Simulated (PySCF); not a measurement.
A geometry optimisation, step by step.

C8H13NSn.
Numbering: `[CH3:1][Sn:2]([CH3:3])([CH3:4])[c:5]1[cH:6][cH:7][cH:8][cH:9][n:10]1` (hydrogens: H11, H12, H13 on C1; H14, H15, H16 on C3; H17, H18, H19 on C4; H20 on C6; H21 on C7; H22 on C8; H23 on C9)

Method: PBE0-D3(BJ)/def2-SVP geometry optimisation, gas phase, def2 core potentials past Kr in PySCF; density fitting, grid level 1; the optimiser is geomeTRIC in internal coordinates, started from a GFN2-xTB structure with every atom displaced at random (about 0.01 Å). 9 of its 15 geometries are shown. The frame can shift and turn from step to step; on so coarse a grid that alone can change the energy by a few meV, and forces under 0.02 eV/Å are noise.

Step 0: E = -15810.3438 eV, largest atomic force 2.661 eV/Å
```
atom  x, y, z in Å  |  force x, y, z in eV/Å
C1     -2.201   -1.487   -1.003   -1.669   2.049   0.308
Sn2    -1.262    0.194    0.042   -0.185   0.039   0.014
C3     -1.971    0.242    2.123    0.636   0.137  -0.725
C4     -1.696    2.129   -0.924   -1.674  -0.871   0.995
C5      0.896   -0.175   -0.034   -0.998   1.031   0.303
C6      1.860    0.830    0.040    0.246  -0.238  -0.024
C7      3.208    0.465   -0.024   -0.915   0.139  -0.033
C8      3.539   -0.868   -0.160   -0.595  -0.453   0.136
C9      2.485   -1.785   -0.191    0.596   0.001  -0.332
N10     1.211   -1.450   -0.136   -0.179  -0.865  -0.069
H11    -1.843   -2.404   -0.625    0.647  -1.419   0.582
H12    -2.015   -1.401   -2.063    0.254  -0.034  -0.660
H13    -3.322   -1.423   -0.861    0.958  -0.097  -0.025
H14    -3.048    0.319    2.164   -0.657   0.021  -0.042
H15    -1.538    1.083    2.659    0.148   0.452   0.088
H16    -1.652   -0.649    2.650    0.104  -0.605   0.148
H17    -1.405    2.970   -0.307    0.333   0.373   0.351
H18    -2.808    2.214   -1.069    0.704  -0.132   0.081
H19    -1.239    2.189   -1.882    0.683   0.075  -1.186
H20     1.543    1.866    0.147    0.115   0.194  -0.028
H21     3.957    1.221    0.014    0.860   0.753   0.065
H22     4.559   -1.217   -0.223    0.424  -0.047  -0.038
H23     2.689   -2.839   -0.333    0.167  -0.504   0.091
```

Step 2: E = -15810.5760 eV, largest atomic force 0.126 eV/Å
```
atom  x, y, z in Å  |  force x, y, z in eV/Å
C1     -2.135   -1.480   -1.050   -0.061  -0.097   0.051
Sn2    -1.294    0.176    0.037    0.003  -0.062  -0.033
C3     -1.896    0.161    2.112   -0.015   0.005  -0.004
C4     -1.857    2.059   -0.869    0.049  -0.028  -0.021
C5      0.857   -0.134   -0.044   -0.122   0.008  -0.005
C6      1.810    0.892    0.000   -0.012  -0.089  -0.021
C7      3.162    0.561   -0.042    0.078   0.072   0.001
C8      3.526   -0.780   -0.125   -0.075   0.006   0.010
C9      2.507   -1.732   -0.161    0.029  -0.038  -0.011
N10     1.213   -1.426   -0.124   -0.017   0.117   0.044
H11    -1.675   -2.411   -0.685    0.031   0.071  -0.008
H12    -1.912   -1.384   -2.123    0.014   0.036   0.011
H13    -3.226   -1.551   -0.923    0.044   0.067   0.021
H14    -2.991    0.218    2.201    0.006  -0.004  -0.025
H15    -1.459    1.019    2.644    0.009   0.003  -0.032
H16    -1.553   -0.761    2.604    0.009  -0.013  -0.042
H17    -1.547    2.916   -0.252    0.019  -0.022   0.022
H18    -2.950    2.098   -0.988    0.003  -0.011   0.020
H19    -1.399    2.159   -1.864    0.001  -0.017   0.029
H20     1.495    1.938    0.063    0.009  -0.012  -0.002
H21     3.927    1.343   -0.010    0.004   0.001  -0.001
H22     4.574   -1.087   -0.160   -0.007   0.009  -0.001
H23     2.753   -2.799   -0.223    0.003  -0.003  -0.002
```

Step 4: E = -15810.5820 eV, largest atomic force 0.190 eV/Å
```
atom  x, y, z in Å  |  force x, y, z in eV/Å
C1     -2.168   -1.479   -1.047    0.005   0.110  -0.055
Sn2    -1.296    0.152    0.030   -0.020   0.007  -0.015
C3     -1.902    0.125    2.091    0.004  -0.011   0.008
C4     -1.799    2.051   -0.847   -0.039   0.024   0.045
C5      0.840   -0.142   -0.049    0.010   0.093   0.031
C6      1.780    0.896   -0.046    0.080  -0.066  -0.040
C7      3.137    0.583   -0.081    0.049   0.089   0.006
C8      3.523   -0.754   -0.114   -0.186   0.036   0.002
C9      2.514   -1.717   -0.109    0.042  -0.112   0.004
N10     1.215   -1.428   -0.078    0.091  -0.088   0.011
H11    -1.701   -2.405   -0.692   -0.003  -0.116   0.029
H12    -1.953   -1.368   -2.119   -0.037  -0.017  -0.021
H13    -3.255   -1.514   -0.893   -0.002  -0.058  -0.006
H14    -2.996    0.195    2.171   -0.023   0.001   0.019
H15    -1.451    0.973    2.626   -0.005  -0.014   0.030
H16    -1.568   -0.812    2.557   -0.003   0.005   0.036
H17    -1.455    2.877   -0.209   -0.003   0.021   0.003
H18    -2.890    2.127   -0.960    0.006   0.035  -0.008
H19    -1.334    2.150   -1.836    0.019   0.017  -0.077
H20     1.451    1.939   -0.024    0.006   0.004   0.000
H21     3.889    1.375   -0.082    0.031   0.046   0.000
H22     4.575   -1.047   -0.142   -0.011   0.001   0.001
H23     2.773   -2.782   -0.130   -0.011  -0.009  -0.004
```

Step 5: E = -15810.5862 eV, largest atomic force 0.085 eV/Å
```
atom  x, y, z in Å  |  force x, y, z in eV/Å
C1     -2.170   -1.482   -1.052    0.049   0.067  -0.019
Sn2    -1.297    0.152    0.030   -0.024   0.001  -0.010
C3     -1.905    0.120    2.095   -0.001  -0.013  -0.023
C4     -1.798    2.059   -0.846    0.001  -0.007   0.022
C5      0.844   -0.142   -0.048    0.013   0.023   0.022
C6      1.783    0.898   -0.055    0.023  -0.029  -0.028
C7      3.140    0.587   -0.088    0.009   0.019   0.000
C8      3.520   -0.752   -0.111    0.010  -0.004  -0.004
C9      2.518   -1.721   -0.099   -0.025   0.046   0.005
N10     1.220   -1.429   -0.068    0.003  -0.058   0.011
H11    -1.705   -2.412   -0.699   -0.009  -0.036   0.007
H12    -1.961   -1.371   -2.125   -0.021  -0.010  -0.007
H13    -3.257   -1.522   -0.897   -0.024  -0.033   0.007
H14    -3.000    0.189    2.176   -0.004   0.001   0.008
H15    -1.455    0.965    2.635   -0.001  -0.004   0.015
H16    -1.573   -0.818    2.562   -0.002   0.002   0.015
H17    -1.452    2.883   -0.206    0.002   0.004  -0.001
H18    -2.888    2.140   -0.960   -0.001   0.018  -0.004
H19    -1.332    2.160   -1.836    0.001   0.004  -0.019
H20     1.453    1.941   -0.040    0.000  -0.003   0.000
H21     3.894    1.380   -0.096    0.007   0.005   0.001
H22     4.572   -1.045   -0.138    0.003   0.004   0.002
H23     2.779   -2.786   -0.116   -0.008   0.001   0.001
```

Step 7: E = -15810.5905 eV, largest atomic force 0.067 eV/Å
```
atom  x, y, z in Å  |  force x, y, z in eV/Å
C1     -2.190   -1.478   -1.069    0.017   0.002   0.000
Sn2    -1.301    0.143    0.025    0.013   0.009   0.009
C3     -1.917    0.079    2.090   -0.001  -0.015  -0.019
C4     -1.768    2.074   -0.822    0.011  -0.010  -0.005
C5      0.845   -0.146   -0.048   -0.007  -0.015   0.001
C6      1.776    0.900   -0.118   -0.040   0.013  -0.014
C7      3.136    0.603   -0.141   -0.006  -0.036   0.001
C8      3.524   -0.734   -0.094    0.067   0.000  -0.001
C9      2.530   -1.710   -0.026   -0.012   0.021  -0.003
N10     1.230   -1.430   -0.003   -0.032   0.038   0.020
H11    -1.725   -2.418   -0.734   -0.005   0.034  -0.013
H12    -2.007   -1.359   -2.146   -0.001  -0.003   0.003
H13    -3.274   -1.524   -0.893    0.005  -0.004   0.009
H14    -3.012    0.154    2.169    0.007   0.001  -0.001
H15    -1.464    0.909    2.651   -0.001   0.005  -0.003
H16    -1.594   -0.869    2.542   -0.001   0.000  -0.005
H17    -1.399    2.877   -0.166    0.005  -0.003  -0.008
H18    -2.856    2.192   -0.932   -0.001  -0.006   0.002
H19    -1.302    2.183   -1.812   -0.013  -0.006   0.026
H20     1.436    1.938   -0.157   -0.004  -0.005   0.002
H21     3.883    1.401   -0.195   -0.012  -0.018   0.000
H22     4.578   -1.019   -0.110    0.002  -0.001   0.000
H23     2.801   -2.772    0.011    0.009   0.002   0.001
```

Step 9: E = -15810.5963 eV, largest atomic force 0.048 eV/Å
```
atom  x, y, z in Å  |  force x, y, z in eV/Å
C1     -2.198   -1.451   -1.111   -0.035  -0.025  -0.022
Sn2    -1.303    0.139    0.019    0.012   0.021   0.018
C3     -1.928   -0.001    2.074   -0.004  -0.005   0.027
C4     -1.740    2.099   -0.766   -0.010   0.019   0.002
C5      0.840   -0.140   -0.047   -0.012  -0.028   0.005
C6      1.760    0.898   -0.245    0.016  -0.040  -0.007
C7      3.123    0.606   -0.249    0.012   0.023  -0.006
C8      3.525   -0.713   -0.056   -0.009  -0.008   0.002
C9      2.538   -1.681    0.132   -0.001   0.013  -0.001
N10     1.236   -1.409    0.138   -0.009   0.011   0.013
H11    -1.712   -2.393   -0.821    0.016   0.005  -0.005
H12    -2.059   -1.299   -2.191    0.008   0.010   0.001
H13    -3.274   -1.522   -0.896    0.009   0.007  -0.002
H14    -3.023    0.074    2.151   -0.001   0.000  -0.003
H15    -1.476    0.804    2.671   -0.001   0.002  -0.008
H16    -1.609   -0.968    2.489    0.004   0.001  -0.008
H17    -1.337    2.869   -0.091    0.000   0.004  -0.007
H18    -2.824    2.256   -0.860   -0.002  -0.016   0.005
H19    -1.281    2.226   -1.757   -0.003  -0.003  -0.007
H20     1.411    1.923   -0.397    0.003  -0.002   0.002
H21     3.862    1.397   -0.402    0.007   0.005  -0.001
H22     4.581   -0.991   -0.051    0.002   0.002  -0.002
H23     2.818   -2.730    0.286   -0.002   0.003  -0.001
```

Step 10: E = -15810.5986 eV, largest atomic force 0.055 eV/Å
```
atom  x, y, z in Å  |  force x, y, z in eV/Å
C1     -2.191   -1.420   -1.152   -0.042  -0.031  -0.019
Sn2    -1.303    0.145    0.019    0.006   0.017   0.016
C3     -1.932   -0.061    2.065   -0.008   0.003   0.041
C4     -1.741    2.122   -0.720   -0.011   0.026   0.002
C5      0.839   -0.129   -0.042    0.003  -0.027   0.017
C6      1.758    0.883   -0.348    0.033  -0.033  -0.008
C7      3.120    0.589   -0.339    0.007   0.030  -0.011
C8      3.525   -0.705   -0.024   -0.052  -0.007   0.005
C9      2.539   -1.648    0.267    0.017  -0.001   0.001
N10     1.237   -1.375    0.260    0.005  -0.002   0.007
H11    -1.678   -2.360   -0.904    0.018  -0.013  -0.003
H12    -2.083   -1.231   -2.229    0.009   0.019   0.001
H13    -3.260   -1.525   -0.913    0.008   0.012  -0.007
H14    -3.027    0.006    2.142   -0.003  -0.002  -0.004
H15    -1.486    0.727    2.688    0.000  -0.001  -0.007
H16    -1.609   -1.039    2.448    0.008   0.002  -0.007
H17    -1.322    2.876   -0.037   -0.003   0.004  -0.004
H18    -2.826    2.287   -0.795   -0.003  -0.016   0.006
H19    -1.297    2.265   -1.716    0.000   0.000  -0.021
H20     1.407    1.889   -0.593    0.004   0.004   0.001
H21     3.858    1.361   -0.574    0.011   0.014  -0.003
H22     4.581   -0.982   -0.002    0.000   0.002  -0.002
H23     2.820   -2.678    0.519   -0.007   0.000   0.000
```

Step 12: E = -15810.5999 eV, largest atomic force 0.040 eV/Å
```
atom  x, y, z in Å  |  force x, y, z in eV/Å
C1     -2.167   -1.388   -1.189   -0.011  -0.016  -0.004
Sn2    -1.301    0.158    0.027    0.005  -0.006   0.003
C3     -1.928   -0.098    2.068   -0.009   0.009   0.021
C4     -1.772    2.135   -0.689    0.000   0.009  -0.003
C5      0.842   -0.117   -0.030   -0.003   0.002   0.014
C6      1.764    0.863   -0.418    0.021  -0.005  -0.007
C7      3.125    0.562   -0.404    0.000   0.017  -0.006
C8      3.524   -0.709   -0.002   -0.040  -0.001   0.002
C9      2.535   -1.622    0.368    0.022  -0.019   0.007
N10     1.235   -1.340    0.356    0.006  -0.004  -0.004
H11    -1.628   -2.323   -0.980    0.005  -0.016   0.001
H12    -2.071   -1.156   -2.259    0.001   0.016   0.000
H13    -3.230   -1.527   -0.946    0.000   0.007  -0.008
H14    -3.024   -0.049    2.146   -0.001  -0.006   0.000
H15    -1.493    0.684    2.706    0.000  -0.001  -0.003
H16    -1.587   -1.079    2.428    0.007   0.001  -0.001
H17    -1.356    2.895   -0.012   -0.004   0.004   0.001
H18    -2.861    2.278   -0.745   -0.001  -0.004   0.006
H19    -1.350    2.290   -1.693    0.000   0.000  -0.015
H20     1.418    1.853   -0.728    0.000   0.003   0.000
H21     3.865    1.310   -0.702    0.006   0.009  -0.003
H22     4.578   -0.993    0.027   -0.002   0.001  -0.001
H23     2.813   -2.632    0.690   -0.004  -0.002   0.000
```

Step 14: E = -15810.6004 eV, largest atomic force under 0.02 eV/Å
```
atom  x, y, z in Å  |  force x, y, z in eV/Å
C1     -2.156   -1.384   -1.193    0.008   0.004   0.002
Sn2    -1.299    0.159    0.036    0.001  -0.008   0.002
C3     -1.923   -0.095    2.079    0.000   0.001  -0.005
C4     -1.792    2.129   -0.690    0.004  -0.005  -0.002
C5      0.845   -0.113   -0.023   -0.001   0.004  -0.002
C6      1.768    0.865   -0.415   -0.005   0.004  -0.001
C7      3.128    0.561   -0.407   -0.001  -0.005   0.002
C8      3.524   -0.712   -0.007    0.008   0.000  -0.001
C9      2.536   -1.623    0.367   -0.003   0.004  -0.001
N10     1.237   -1.338    0.360   -0.001   0.001   0.001
H11    -1.617   -2.321   -0.993   -0.006   0.001  -0.001
H12    -2.052   -1.135   -2.259    0.000  -0.001   0.000
H13    -3.221   -1.524   -0.961   -0.002   0.001  -0.001
H14    -3.019   -0.061    2.159    0.001  -0.005   0.001
H15    -1.495    0.695    2.712   -0.003   0.002   0.000
H16    -1.566   -1.070    2.441    0.003   0.001   0.003
H17    -1.383    2.901   -0.021    0.002   0.000  -0.001
H18    -2.884    2.254   -0.739   -0.001   0.003   0.002
H19    -1.380    2.281   -1.699   -0.003  -0.001   0.002
H20     1.422    1.855   -0.724   -0.001   0.000   0.000
H21     3.869    1.307   -0.708   -0.002  -0.002   0.000
H22     4.578   -0.999    0.017    0.000   0.000   0.000
H23     2.812   -2.635    0.687    0.001   0.001   0.000
```

Problem. Summarise the path.

Solution. The energy falls by 5.92 kcal/mol from step 0 to step 14; nine tenths of that is first reached at step 2. It rises by more than 0.2 meV at step 11. The largest force goes from 2.661 to under 0.02 eV/Å. Among the bonds Sn2–C4 changes most (a near tie, within 0.001 Å, with another), from 2.206 to 2.157 Å; the atoms move by 0.446 Å rms after alignment.

What follows is the cost of the whole optimisation. The run took 9.2 min on one thread, Arm Neoverse V1 (aarch64) (shared host), and the process peaked at 1.1 GiB of memory.
